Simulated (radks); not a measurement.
Results of a calculation; reference values are marked as such.
Task: These are the eigenvalues of the occupied orbitals of an atom or ion with whole-number occupations (eV). Level of theory: Dirac Kohn-Sham, PW91, spin-unpolarised, spherical densities, point nucleus (a radial shooting solver on a logarithmic mesh with Libxc functionals).

| orbital | eigenvalue |
|---|---|
| 1s1/2 | -41813.97 |
| 2s1/2 | -6749.581 |
| 2p1/2 | -6380.726 |
| 2p3/2 | -5898.351 |
| 3s1/2 | -1480.788 |
| 3p1/2 | -1323.943 |
| 3p3/2 | -1228.399 |
| 3d3/2 | -954.6799 |
| 3d5/2 | -934.0939 |
| 4s1/2 | -318.7529 |
| 4p1/2 | -259.9916 |
| 4p3/2 | -239.2846 |
| 4d3/2 | -142.7147 |
| 4d5/2 | -139.0590 |
| 5s1/2 | -65.5993 |
| 5p1/2 | -49.2485 |
| 5p3/2 | -46.1078 |
| 4f5/2 | -30.0943 |
| 4f7/2 | -29.6932 |

Which element is it, and in what charge state? The configuration may be excited. Open shells, if any, are shared by 2j + 1.

Result: Z = 59, praseodymium, charge +3: Pr3+ in [Xe] 4f2. The list shows which subshells hold electrons but not how many an open one holds; the 1s level, -1536.6 hartree, gives Z - s = 55.4 by -(Z - s)^2/2, which with screening and relativity narrows Z to a few neighbours, and the depths of the outer levels then fix element, charge and occupations together.
